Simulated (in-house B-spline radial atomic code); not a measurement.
Ba⁺. Computed with a B-spline radial atomic code. Model: non-relativistic spherical atom: semilocal Troullier-Martins pseudo-atom, one channel per l, against all electrons, high spin, G0W0 and RPA with empty states to l = 8, local potential for every l without a channel, a model core (radius 0 = none) keeps its share of the functional.

Without relativity these are model numbers for so heavy an element.

What the tables leave out is listed at the end.

The pseudopotential gives back the lowest level of each angular momentum of its own functional in the configuration it was made in; a second state of the same l is only approximately right. Exact exchange, RPA and GW see the smooth pseudo-orbitals and miss the exchange with the core, for which the functional's share stands in. The column with an uncorrelated core keeps all orbitals and exact exchange, and so separates missing core correlation from pseudisation. Only the three outermost levels and the lowest empty one were computed. RPA here is direct RPA, with no exchange kernel, and its energies carry an (l + 1/2)⁻⁴ tail. A hybrid on a potential with a model core restores only its own semilocal share of the core's exchange.

Command:
```bash
python run_psgw.py task.json out
```
Settings (lengths in bohr, energies in hartree):
```
Z                      56
electrons              55
configuration          [Xe] 6s1
generated_in           [Xe] 6s2
functional             lda,vwn
core_shells            8
radius_factor          1.3
core_correction        True
ion_configuration      [Kr] 4d10 5s2 5p6
```

Cost of the run: 72 s on 1 thread of Intel(R) Xeon(R) Platinum 8259CL CPU @ 2.50GHz (Skylake/Cascade Lake), on a shared host.

Given: made with LDA VWN5; model core radius 0.52 bohr; local radius 1.098 bohr; mean-field start PBE0.

Valence shells of the generating configuration: 4d, 5s, 5p, 6s.

Channel: s 1.975, p 2.182, d 0.907 (radii in bohr).

Computed: largest level miss in the spin-unpolarised generating configuration 0.07 eV; valence RPA correlation energy all-electron orbitals -1.1322 hartree; all-electron RPA polarisability, core included 76.441 bohr³; pseudo-atom RPA polarisability 73.716 bohr³; ionisation by mean-field all-electron 9.6691 eV; ionisation by RPA all-electron 10.064 eV; ionisation by RPA pseudo minus all 0.172 eV.

```json
{"level": "6s up", "occupied": "1", "mean-field all-electron (eV)": "-8.0861", "mean-field pseudo minus all (eV)": "-0.117", "G0W0 all-electron (eV)": "-10.093", "G0W0 uncorrelated core minus all (eV)": "0.01", "G0W0 pseudo minus all (eV)": "-0.212", "exchange self-energy all-electron (eV)": "-6.9161", "exchange self-energy pseudo (eV)": "-6.8709"}
```

**Question.** What is the ionisation by mean-field pseudo minus all?

**Answer.** 0.146 eV.

**Question.** What is the valence RPA correlation energy pseudo?

**Answer.** -1.354 hartree.

Among the listed levels the largest G0W0 shift of the pseudo-atom is -0.21 eV, for 6s up on the PBE0 start, while leaving the core uncorrelated moves that level by +0.01 eV. So pseudisation and the lost core exchange, not the missing core correlation, make the error. Not in the tables (levels of low weight, unsolved or above zero; the highest and the empty levels are kept at any weight): the LDA start was refused, since an empty level lay at or below an occupied one; on PBE0 the G0W0 levels 5p down (pseudo minus all -0.64 eV, weights 0.74 and 0.78), 5p up (pseudo minus all -0.63 eV, weights 0.72 and 0.76), 5d up (pseudo minus all -0.46 eV, weights 0.30 and 0.62); no Hartree-Fock pseudo-atom is run with a model core.
